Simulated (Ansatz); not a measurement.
Ansatz results at the PBE0-D4/def2-TZVP geometry: HOMO energy (PBE/def2-TZVPP) -7.72 eV; HOMO–LUMO gap (B3LYP/def2-TZVPP) 9.02 eV; LUMO energy (PBE0/def2-TZVPP) 0.43 eV.

Each molecule was computed in one conformer, which needn't be the lowest.

Question: Which molecule gave them?
A. `C=C[SiH](F)[GeH3]`
B. `F[CH](F)[GeH2][SiH3]`
C. `F[SiH](F)[CH2][GeH3]`
D. `F[SiH](F)S[SiH2]Cl`

Answer: C. The others give `C=C[SiH](F)[GeH3]`: -6.76, 6.39, -1.09; `F[SiH](F)S[SiH2]Cl`: -7.18, 7.58, -0.38; `F[CH](F)[GeH2][SiH3]`: -6.87, 7.82, 0.01.

B3LYP here is the variant with VWN-RPA as its local correlation; programs differ in this.
